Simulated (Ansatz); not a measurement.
Method: frozen-core CCSD(T)/cc-pVTZ // PBE0-D3(BJ)/def2-TZVP in Ansatz (a first-principles code).

Ansatz 0.2 input:
```yaml
crystal:
  periodic: [false, false, false]
  atoms:
    - { symbol: C, position_ang: [0.548009, 0.402869, 0.107572] }
    - { symbol: N, position_ang: [-0.63734, 0.427718, -0.166838] }
    - { symbol: H, position_ang: [1.273951, -0.395846, 0.312101] }
    - { symbol: H, position_ang: [-1.184621, -0.434742, -0.252834] }
basis:
  gaussian: { orbitals: cc-pVTZ }
correlation:
  method: ccsd_t
magnetization:
  spin_polarized: true
  initial_magnetization: 1
```

Output:

```
Functional definition: HF
510 factors; integrals over basis functions are off by at most 1.1e-3 eV
mean field evaluation 1: about -2540.6372 eV, gradient 1.8e1 eV
mean field evaluation 2: about -2540.6399 eV, gradient 1.8e1 eV
mean field evaluation 4: about -2542.2467 eV, gradient 2.9e0 eV
mean field evaluation 8: about -2542.3759 eV, gradient 3.7e-1 eV
mean field evaluation 16: about -2542.3996 eV, gradient 1.7e-3 eV
mean field evaluation 32: about -2542.2895 eV, gradient 8.8e-1 eV
mean field -2542.39956347 eV, -93.4314606571 hartree, gradient 6.4e-6 eV, S^2 0.824716; 2 other end points of the search recorded, 0 dependent functions left out
2 core orbitals not correlated
reference -2542.39956347 eV, -93.4314606571 hartree; 6, 5 occupied and 80, 81 virtual orbitals, 510 factors
second order -9.05128669 eV of doubles, -0.00000000 eV of singles
cycle   1  -9.17008349 eV  change   -1.2e-1 eV  update   8.5e-2
cycle   2  -9.48811236 eV  change   -3.2e-1 eV  update   3.4e-2
cycle   3  -9.60484402 eV  change   -1.2e-1 eV  update   2.6e-2
cycle   4  -9.60909229 eV  change   -4.2e-3 eV  update   1.2e-2
cycle   5  -9.61612433 eV  change   -7.0e-3 eV  update   5.5e-3
cycle   6  -9.61706881 eV  change   -9.4e-4 eV  update   1.7e-3
cycle   7  -9.61705386 eV  change    1.5e-5 eV  update   5.1e-4
cycle   8  -9.61716609 eV  change   -1.1e-4 eV  update   2.7e-4
cycle   9  -9.61709753 eV  change    6.9e-5 eV  update   1.3e-4
cycle  10  -9.61711672 eV  change   -1.9e-5 eV  update   5.5e-5
cycle  11  -9.61714449 eV  change   -2.8e-5 eV  update   2.0e-5
cycle  12  -9.61713748 eV  change    7.0e-6 eV  update   8.3e-6
perturbative correction -0.44305035 eV, -0.0162818001 hartree
Total energy: -2552.45975130 eV, -93.8011657409 hartree
```

Cost: very roughly 30 core-seconds.
